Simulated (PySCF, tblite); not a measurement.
C9H11P.
Numbering: `[CH3:1][P:2]1[CH2:3][c:4]2[cH:5][cH:6][cH:7][cH:8][c:9]2[CH2:10]1` (hydrogens: H11, H12, H13 on C1; H14, H15 on C3; H16 on C5; H17 on C6; H18 on C7; H19 on C8; H20, H21 on C10)

Geometry (GFN2-xTB, Å), atoms numbered from 1 in this order:
```xyz
21
C9H11P angstrom
C     -2.6408    0.2760    0.3350
P     -1.9851   -1.2760   -0.4373
C     -0.7842   -0.4658   -1.6182
C      0.3609    0.0255   -0.7863
C      1.2797    0.9801   -1.1838
C      2.2982    1.3490   -0.3191
C      2.3958    0.7679    0.9337
C      1.4769   -0.1894    1.3343
C      0.4596   -0.5594    0.4732
C     -0.5957   -1.5789    0.7756
H     -3.3245    0.7556   -0.3633
H     -3.1963    0.0149    1.2341
H     -1.8338    0.9626    0.5884
H     -0.4383   -1.2190   -2.3340
H     -1.2700    0.3304   -2.1859
H      1.1988    1.4372   -2.1598
H      3.0149    2.0977   -0.6232
H      3.1883    1.0643    1.6050
H      1.5489   -0.6402    2.3138
H     -0.9558   -1.5262    1.8051
H     -0.2064   -2.5895    0.6123
```

Computed, not measured: PBE0/pcSseg-1 in PySCF (dipole) on a GFN2-xTB geometry, gas phase.

Masses are those of the commonest isotopes; rigid-rotor values at the optimised geometry. The values belong to one conformer with, in the numbering `[CH3:1][P:2]1[CH2:3][c:4]2[cH:5][cH:6][cH:7][cH:8][c:9]2[CH2:10]1`, C1–P2–C3–C4 73°, P2–C3–C4–C5 -162°, C8–C9–C10–P2 162°, C1–P2–C10–C9 -73°.

Problem. What are A, B and C (cm⁻¹)?

Solution. Ia = 204.07, Ib = 581.45, Ic = 664.89 u·Å²; 505379 MHz·u·Å²/I gives 2476, 869.2 and 760.1 MHz, that is A = 0.08261, B = 0.02899, C = 0.02535 cm⁻¹.

Problem. Classify the top.

Solution. An asymmetric top; Ray's κ = -0.873.

Problem. Is it planar, by Δ = Ic − Ia − Ib?

Solution. Not planar: Δ = Ic − Ia − Ib = -120.64 u·Å². For a rigid frame Δ = −2 Σ m c², so Σ m c² = 60.32 u·Å² lies off the ab plane: 17.11 from hydrogen and 43.21 from heavier atoms. The atom farthest from that plane is 1.94 Å away.

Problem. Give the other two planar moments, Paa and Pbb, and the rms extents of the mass along the axes.

Solution. Paa = Σ m a² = (Ib + Ic − Ia)/2 = 521.13 and Pbb = Σ m b² = (Ia + Ic − Ib)/2 = 143.75 u·Å². With the mass M = 150.06 u, the rms extents √(P/M) along a, b and c are 1.86, 0.98, 0.63 Å.

Problem. Where do the levels up to J = 2 lie, in cm⁻¹?

Solution. Above 0(0,0):
J = 1: 1(0,1) 0.0543, 1(1,1) 0.1080, 1(1,0) 0.1116
J = 2: 2(0,2) 0.1629, 2(1,2) 0.2130, 2(1,1) 0.2239, 2(2,1) 0.3848, 2(2,0) 0.3850
Those of J = 1 are B + C, A + C and A + B.

Problem. Which types of transition are allowed, and where do some lines up to J = 5 fall?

Solution. The dipole components are |μa| = 0.79 D, |μb| = 0.00 D, |μc| = 0.58 D; the mirror of this Cs structure is the ac plane, so μb vanishes by symmetry and there are no b-type lines. Intensities carry the squares of the components, which stand as 1.00 : 0.53 (a : c). Some lines, for components of 0.1 D or more:

```tsv
type	branch	J(Ka,Kc)	MHz	lower level (cm⁻¹)
c	Q	5(1,5) ← 5(0,5)	992	0.809
a	Q	4(1,3) ← 4(1,4)	1090	0.580
c	Q	3(1,3) ← 3(0,3)	1358	0.325
c	Q	2(1,2) ← 2(0,2)	1504	0.163
a	R	1(0,1) ← 0(0,0)	1629	0.000
a	R	2(1,1) ← 1(1,0)	3368	0.112
c	Q	5(2,4) ← 5(1,4)	4191	0.897
a	R	3(0,3) ← 2(0,2)	4866	0.163
a	R	3(2,1) ← 2(2,0)	4909	0.385
a	R	4(2,3) ← 3(2,2)	6513	0.548
a	R	4(3,2) ← 3(3,1)	6527	0.825
a	R	4(2,2) ← 3(2,1)	6566	0.549
a	R	4(1,3) ← 3(1,2)	6724	0.392
c	R	2(2,0) ← 1(1,0)	8195	0.112
c	Q	4(3,2) ← 4(2,2)	8247	0.768
c	Q	3(3,1) ← 3(2,1)	8286	0.549
a	R	5(1,4) ← 4(1,3)	8394	0.617
c	R	3(2,1) ← 2(1,1)	9736	0.224
c	R	5(1,4) ← 4(0,4)	10666	0.541
c	R	5(2,3) ← 4(1,3)	12768	0.617
c	R	3(3,0) ← 2(2,0)	13195	0.385
c	R	4(3,1) ← 3(2,1)	14814	0.549
c	R	5(3,2) ← 4(2,2)	16415	0.768
c	R	5(3,3) ← 4(2,3)	16490	0.765
c	R	5(4,1) ← 4(3,1)	19781	1.043
c	R	5(5,0) ← 4(4,0)	23104	1.431
```

Problem. Estimate the classical rotational partition function at 25 K, 200 K and 298.15 K.

Solution. Point group Cs, symmetry number σ = 1; q = (√π/σ)·√((kT/h)³/(ABC)), k/h = 20836.6 MHz/K: 16500 at 25 K, 373000 at 200 K, 679000 at 298.15 K.

Its GFN2-xTB frequencies are all real (lowest 74 cm⁻¹). Zero-point vibration and centrifugal distortion are left out. A rigid rotor knows nothing of internal rotation, which can split or shift real lines.
